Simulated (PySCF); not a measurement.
Two species compared at the same levels of theory.

First species: C6H12OSi.
SMILES: `[SiH3]O[C@]12CC[C@H]1CC2`

Second species: Diglyme, C₆H₁₄O₃.
InChI=1S/C6H14O3/c1-7-3-5-9-6-4-8-2/h3-6H2,1-2H3

Levels: PBE0/def2-SVPD for HOMO energy, LUMO energy, HOMO–LUMO gap and static isotropic polarisability; TDDFT PBE0/def2-SVPD for lowest singlet excitation. Geometries: PBE0-D3(BJ)/def2-SVP. Each species is one conformer at its optimised geometry, gas phase, non-relativistic unless stated; the electronic structure was computed with PySCF and density fitting.

The conformers computed, where there is a choice (atom-mapped SMILES and torsion angles):
- `[SiH3:1][O:2][C@:3]12[CH2:4][CH2:5][C@H:6]1[CH2:7][CH2:8]2`: Si1–O2–C3–C4 -72°

The conformers of `COCCOCCOC` aren't listed.

Values for the first species:

| Item | Value |
| --- | --- |
| HOMO energy | -7.46 eV |
| LUMO energy | 0.35 eV |
| HOMO–LUMO gap | 7.81 eV |
| Lowest singlet excitation | 6.57 eV |
| Static isotropic polarisability | 95.8 au |

(1) Estimate the same properties for the second species, and the change in each.

## Answers

(1) 
```csv
property,first,second,second less first
HOMO energy,-7.46 eV,-7.48 eV,-0.02 eV
LUMO energy,0.35 eV,0.75 eV,+0.40 eV
HOMO–LUMO gap,7.81 eV,8.23 eV,+0.42 eV
lowest singlet excitation,6.57 eV,7.07 eV,+0.50 eV
static isotropic polarisability,95.8 au,91.9 au,-3.9 au
```

On the first: The polarisability is 14.20 Å³ as a volume (1 au = 0.148185 Å³), or 1.37 au for each of the 70 electrons. The 6 singlets span 6.57 to 7.47 eV, and their oscillator strengths add up to 0.07.

On the second: S1 lies 1.16 eV below the HOMO–LUMO gap; its leading configuration is HOMO→LUMO, weight 0.44. No computed singlet falls in the visible range (750 to 380 nm, 1.65 to 3.26 eV); S1 lies 3.81 eV above its blue end.
